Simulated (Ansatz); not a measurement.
The same path of Cl3HOSn + ClH (8 atoms, charge 0, multiplicity 1) was run 3 times with different band settings. Lost on the way: Cl7–H8. Made: Sn1–Cl7, O2–H8.

Theory: RKS B3LYP-D4/def2-SVP (Ansatz 0.2.0).

Relaxed end points:

```xyz
8
Properties=species:S:1:pos:R:3
Sn -0.096 0.022 -0.081
O -0.051 -0.177 1.900
H -0.659 0.433 2.347
Cl 2.045 0.392 -0.910
Cl -1.412 1.931 -0.437
Cl -1.127 -1.799 -1.101
Cl 1.615 -2.645 1.584
H 0.927 -1.701 2.173
```

```xyz
8
Properties=species:S:1:pos:R:3
Sn 0.534 -0.190 -0.065
O -0.618 -0.482 2.093
H -1.336 -1.116 1.928
Cl 1.672 -0.092 -2.129
Cl 0.040 2.060 0.340
Cl -1.282 -1.600 -0.644
Cl 2.210 -1.183 1.289
H 0.021 -0.941 2.663
```

Common settings: optimiser quadratic models (default); start path through a guess of the saddle point; force threshold 0.05 eV/Å; end points relaxed.

| run | movable images | climbing image | spring | iteration limit |
| --- | --- | --- | --- | --- |
| 1 | 9 | yes | 5.0 eV/Å² | 47 |
| 2 | 9 | yes | 2.0 to 10.0 eV/Å², energy-weighted | 58 |
| 3 | 2 | no | 5.0 eV/Å² | 60 |

Q: What does each run give, and how far can it be trusted?

A: Run 1: converged after 14 iterations, highest image 0.174 eV above the first end. A vibrational analysis at the climbing image gives one clearly imaginary mode, 586i cm⁻¹: a first-order saddle point.
Run 2: converged after 14 iterations, highest image 0.174 eV above the first end. Another band between the same ends (9 images) ends at a top of the same energy, where a vibrational analysis finds 1 clearly imaginary mode.
Run 3: converged after 45 iterations, highest image 0.000 eV above the first end. The highest image is an end point: on this band no image between the ends rises above it. Between wells the path still climbs a hump at image 2, 0.17 eV above the well before it. So few images can step over the top or miss a turn of the path.
The orbitals stay closed-shell, which can raise the energy where a bond breaks towards radicals; this wasn't checked here.
